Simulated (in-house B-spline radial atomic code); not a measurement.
How numerical settings move a run on Cu, [Ar] 3d10 4s1. Computed with an all-electron radial atomic-structure program (B-spline basis): Dirac-Kohn-Sham PBE0, spherical fractional occupations, Fermi nucleus of rms radius 3.8823 fm.

Command:
```bash
python run_scf.py task.json out
```
Settings of the sound reference run:
```
Z                29
electrons        29
configuration    [Ar] 3d10 4s1
hamiltonian      dirac
method           pbe0
spin_polarised   False
nucleus          fermi
rms_radius       3.8823
mass_number      63
atomic_mass      62.9296
speed_of_light   137.036
knot_spacing     0.22
spline_order     8
gauss_points     12
box_radius       50
max_iterations   70
damping          0.5
damped_steps     3
diis_vectors     10
tolerance        1e-08
start            Thomas-Fermi
```

Run time, properties included: 2.2 s on 1 thread of Intel(R) Xeon(R) Platinum 8375C CPU @ 2.90GHz (shared host).

It converges in 12 iterations to -1654.842450 hartree, with 4s1/2 at -4.30538 eV. The other runs change the listed settings, some to values that make no sense; their results aren't properties of the atom or ion. Radii are in bohr (the nuclear one in fm), a minus after a letter asks for a j subshell, and «unchanged» means within 1e-8 hartree. The run stops when the residual is below 10 × tolerance × max(1, Z/10), or a noise floor if that is larger, and the energy moves by less than 1e-8 × √|E| hartree; so very loose and very tight tolerances often act alike.

| changed settings | outcome |
| --- | --- |
| knot_spacing = 0.75, first_knot = 0.0345, max_iterations = 50, damped_steps = 30, tolerance = 1e-06 | converged in 34 iterations, energy +1.80e+00 hartree from the reference, 4s1/2 level +2.7e-02 eV |
| damping = 0.8 | converged in 10 iterations, energy unchanged, 4s1/2 level +1.1e-06 eV |
| knot_spacing = 0.1, spline_order = 4, max_iterations = 60, damped_steps = 30 | converged in 34 iterations, energy +2.78e-06 hartree from the reference, 4s1/2 level -7.3e-06 eV |
| spline_order = 4 | converged in 12 iterations, energy +5.53e-04 hartree from the reference, 4s1/2 level +5.9e-05 eV |
| damping = 0 | converged in 13 iterations, energy unchanged, 4s1/2 level -6.8e-06 eV |
| damped_steps = 0 | converged in 9 iterations, energy unchanged, 4s1/2 level +4.7e-06 eV |
| damped_steps = 30 | converged in 34 iterations, energy unchanged, 4s1/2 level -7.2e-06 eV |
| spline_order = 3 | converged in 11 iterations, energy +3.60e-02 hartree from the reference, 4s1/2 level +3.2e-03 eV |
| electrons = 37, configuration = [Ar] 3d10 4s1 6s2 6p6, max_iterations = 50 | converged in 17 iterations to -1653.9178 hartree, a different physical problem (warning: 4s1/2 has a positive eigenvalue: unbound, held by the box) |
| box_radius = 100, max_iterations = 100, diis_vectors = 2 | converged in 18 iterations, energy unchanged, 4s1/2 level +6.6e-06 eV |
| damped_steps = 1 | converged in 10 iterations, energy unchanged, 4s1/2 level -9.5e-07 eV |
| box_radius = 3, max_iterations = 3, tolerance = 0.001, start = bare nucleus | not converged after 3 iterations, last residual 5.3e-01, last energy +3.48e+00 hartree from the reference |
| spline_order = 7 | converged in 12 iterations, energy -7.89e-07 hartree from the reference |
| spline_order = 10 | converged in 12 iterations, energy -7.11e-07 hartree from the reference, 4s1/2 level -3.3e-07 eV |

Q: What happens with damping = 0.2?

A: Converged in 13 iterations, energy unchanged, 4s1/2 level +7.7e-07 eV.

Q: What happens with damped_steps = 8?

A: Converged in 15 iterations, energy unchanged, 4s1/2 level +4.8e-06 eV.

Q: What happens with method = hf, spin_polarised = True?

A: Stopped with error: spin polarisation is not served with the Dirac Hamiltonian.

Q: What happens with gauss_points = 16, max_iterations = 50, damping = 0.95, diis_vectors = 2, tolerance = 1e-13?

A: Converged in 14 iterations, energy unchanged, 4s1/2 level +2.4e-06 eV.
